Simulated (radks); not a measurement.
Species: Sr XIII. Configuration: [Ar] 3d8. Calculated with a radial shooting solver on a logarithmic mesh with Libxc functionals: Dirac Kohn-Sham, PBE, spin-unpolarised, spherical densities, finite nucleus; open shells fill j = l - 1/2 first; Fermi nuclear charge, rms radius 4.224 fm.

Unscreened Slater integrals over Kohn-Sham orbitals (eV). Large and small components are both included. Empty in this configuration: 4s1/2.

integral,value
"F0(3d5/2,3d5/2)",53.469
"F2(3d5/2,3d5/2)",26.482
"F4(3d5/2,3d5/2)",16.857
"F0(3d5/2,3d3/2)",53.636
"F2(3d5/2,3d3/2)",26.545
"G2(3d5/2,3d3/2)",26.466
"G4(3d5/2,3d3/2)",16.846
"F0(3d5/2,3p3/2)",51.688
"F2(3d5/2,3p3/2)",25.078
"G1(3d5/2,3p3/2)",29.252
"G3(3d5/2,3p3/2)",18.630
"F0(3d5/2,3p1/2)",52.231
"G3(3d5/2,3p1/2)",18.958
"F0(3d5/2,4s1/2)",28.519
"G2(3d5/2,4s1/2)",2.7603
"F0(3d3/2,3d3/2)",53.805
"F2(3d3/2,3d3/2)",26.610
"F0(3d3/2,3p3/2)",51.832
"F2(3d3/2,3p3/2)",25.093
"G1(3d3/2,3p3/2)",29.194
"G3(3d3/2,3p3/2)",18.595
"F0(3d3/2,3p1/2)",52.381
"G1(3d3/2,3p1/2)",29.897
"F0(3d3/2,4s1/2)",28.547
"G2(3d3/2,4s1/2)",2.7435
"F0(3p3/2,3p3/2)",50.723
"F2(3p3/2,3p3/2)",25.588
"F0(3p3/2,3p1/2)",51.207
"G2(3p3/2,3p1/2)",25.752
"F0(3p3/2,4s1/2)",28.330
"G1(3p3/2,4s1/2)",2.6623
"F0(3p1/2,3p1/2)",51.708
"F0(3p1/2,4s1/2)",28.417
"G1(3p1/2,4s1/2)",2.6580
"F0(4s1/2,4s1/2)",22.735
